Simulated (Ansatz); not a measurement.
This geometry of AlCl2H3O (7 atoms, charge 0, multiplicity 1) is a first-order saddle point.

All numbers below come from RKS r2SCAN-D4/def2-mTZVP (Ansatz).

```xyz
7
Properties=species:S:1:pos:R:3
Al 0.065 -0.304 -0.103
H 0.026 -0.060 1.626
Cl 1.832 0.406 -0.958
Cl -1.797 0.105 -0.977
O 0.150 -1.993 0.587
H -0.631 -2.564 0.521
H 0.026 -1.115 1.488
```

(1) Which two structures does it join? (They come from a converged band through this point; their orientation in space is the band's.)

(2) How far does it lie above each of them?

Results:

(1) Bonds broken: Al1–H2, O5–H7. Bonds formed: H2–H7. AlCl2H3O becomes AlCl2HO + H2.

First end point:

```xyz
7
Properties=species:S:1:pos:R:3
Al 0.075 0.007 0.126
H 0.026 0.696 1.543
Cl 1.818 0.223 -1.049
Cl -1.751 -0.190 -0.975
O 0.115 -1.892 0.664
H -0.643 -2.346 0.253
H 0.031 -2.024 1.622
```

Last end point:

```xyz
7
Properties=species:S:1:pos:R:3
Al 0.043 -0.702 -0.433
H -0.026 0.276 1.982
Cl 1.817 0.319 -0.806
Cl -1.792 0.231 -0.795
O 0.144 -2.326 0.008
H -0.636 -2.879 0.115
H 0.122 -0.444 2.113
```

(2) 82.5 kJ/mol above the first and 90.2 kJ/mol above the second. This is the barrier of this one path; another mechanism may lie lower. The orbitals stay closed-shell, which can raise the energy where a bond breaks towards radicals; this wasn't checked here.

Time of the run: 2 min on 4 threads of Intel(R) Xeon(R) Platinum 8259CL CPU @ 2.50GHz (Skylake/Cascade Lake), with other jobs on the host, peak memory 0.19 GiB.
